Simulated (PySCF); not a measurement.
**Substituent chemical shifts**

Parent skeleton `[O:1]=[CH:2][CH2:3][SiH2:4][OH:5]`; one hydrogen on atom 2 is replaced by X. Hydrogens on one atom are averaged.

How the numbers were obtained: geometry: GFN2-xTB, shieldings: GIAO PBE0/pcSseg-1, in PySCF (single conformer, averaged over atoms made equivalent by symmetry, fast rotation or ring inversion, relativity neglected, no solvent model).

Chemical shifts δ = σref − σ; 17O (336.08 ppm) against H2O; 13C (186.93 ppm) and 29Si (349.16 ppm) and 1H (31.72 ppm) against TMS, all at this level.

Parent (X = H): O1 674.1, C2 209.8, C3 39.1, Si4 -35.3, O5 11.3, H(C3) 2.44, H(Si4) 5.03 ppm. Effects are Δδ = δ(X) − δ(H), positive for deshielding.

Known members:
```csv
X,O1,C2,C3,Si4,O5,H(C3),H(Si4)
CH3,-29.5,+6.8,-2.5,+4.4,+3.0,-0.16,-0.03
```

Four more derivatives gave (Δδ, ppm):
```csv
compound,O1,C2,C3,Si4,O5,H(C3),H(Si4)
1,-31.8,-13.4,-2.3,+19.5,+19.1,+0.20,+0.04
2,-33.2,-15.7,+2.1,+4.5,+2.3,+0.07,-0.01
3,-113.5,-14.9,-6.9,+4.3,+1.9,+0.37,-0.05
4,-65.8,+14.1,-1.7,+2.3,+2.2,-0.04,-0.04
```

Their substituents are 2-furyl, CF3, iPr, propynyl. Which is which?

Answers

1: X = CF3 (O=C(C[SiH2]O)C(F)(F)F); 2: X = propynyl (CC#CC(=O)C[SiH2]O); 3: X = 2-furyl (O=C(C[SiH2]O)c1ccco1); 4: X = iPr (CC(C)C(=O)C[SiH2]O).

Unscaled 17O shifts of doubly bonded oxygen tend to come out too high, by tens of ppm or more. Experimental scales use liquid or dissolved standards, which lie at an offset from isolated H2O (liquid H2O: subtract about 36 ppm).
